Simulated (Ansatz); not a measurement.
Predict a relaxed structure of the cluster BiIO, charge 0, singlet, at B3LYP-D4/def2-TZVP (Ansatz).


```xyz
3

Bi   -0.311   -0.130    0.942
O     1.245   -1.138    0.516
I    -0.934    1.269   -1.458
```
Point group Cs (tolerance 0.1 Å). This is one stationary point.

In the def2 sets Bi, I take a core potential; there is no spin–orbit coupling. The structure comes from a short search, and lower isomers may exist.
